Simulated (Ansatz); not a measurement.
Molecule: CdCl₂, net charge 1, doublet state. The spin state was set by rule; other spins were not relaxed. 
Coordinates optimised at B3LYP-D3(BJ)/def2-TZVP (Ansatz, a program for electronic structure):
```xyz
3

Cd     0.0000     0.0000     0.0000
Cl     0.0000     0.0000     2.3167
Cl     0.0000     0.0000    -2.3167
```
Charge +1, spin multiplicity 2.

Parts of the frozen-core correlation energy in def2-SVPD (Ansatz, hartree). Frozen orbitals: 14; correlated occupied orbitals by spin: 13 and 12; virtual: 61 and 62. UHF or UKS for open shells. No spin-orbit coupling. Past Kr the def2 sets carry scalar-relativistic core potentials.

```json
[
 {"term": "reference (HF)", "value": "-1085.27974"},
 {"term": "MP2 opposite-spin", "value": "…"},
 {"term": "MP2 same-spin", "value": "…"},
 {"term": "CCSD correlation", "value": "-0.55045"},
 {"term": "(T)", "value": "…"},
 {"term": "T1 diagnostic", "value": "0.029"},
 {"term": "largest doubles amplitude", "value": "0.046"},
 {"term": "<S^2> of the reference", "value": "0.758"}
]
```

Problem. Complete the blanks.

Solution. 
- MP2 opposite-spin, value: -0.35828
- MP2 same-spin, value: -0.17213
- (T), value: -0.01333
